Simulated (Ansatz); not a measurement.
The cluster In5P5, relaxed as a singlet with RKS PBE-D4/def2-SVP in Ansatz, starting from the GFN2-xTB geometry. Force threshold 0.03 eV/Å.

In the def2 sets In takes a core potential; there is no spin–orbit coupling. The structure comes from a short search, and lower isomers may exist.

Start:

Cartesian coordinates in Å:
```
In 1.630 3.502 0.345
In 1.510 -1.293 2.038
In -0.627 1.663 -1.490
In -0.990 -1.609 -2.842
In -2.041 -0.479 2.160
P 1.236 -1.322 -0.848
P -0.691 -2.004 -0.084
P 1.747 0.664 -0.114
P -2.159 -0.462 -0.582
P 0.387 1.340 1.417
```

(1) Estimate the energy that the relaxation releases and the steps that it takes.

(2) Does the start keep its bonding?

(3) Predict the relaxed structure.

## Answers

(1) 5.6 kcal/mol, in 13 steps; 65 s on 4 threads of Arm Neoverse V2 on a shared host. No frequencies were taken in this run, so the end may be a saddle point.

(2) By distances, no bond broke or formed. The bond that changes most is In5–P10, from 3.12 to 2.87 Å (atoms count from 1).

(3) 
```tsv
atom	x (Å)	y (Å)	z (Å)
In1	1.582	3.446	0.257
In2	1.839	-1.181	2.183
In3	-0.880	1.907	-1.213
In4	-0.746	-1.430	-2.961
In5	-2.084	-0.250	2.134
P6	1.254	-1.610	-0.712
P7	-0.802	-2.088	-0.063
P8	1.621	0.522	-0.297
P9	-2.102	-0.436	-0.682
P10	0.317	1.121	1.354
```
Bond lengths (bridged metal pairs left out): 10 × In–P 2.69 to 2.98 Å; 4 × P–P 2.19 to 2.21 Å.
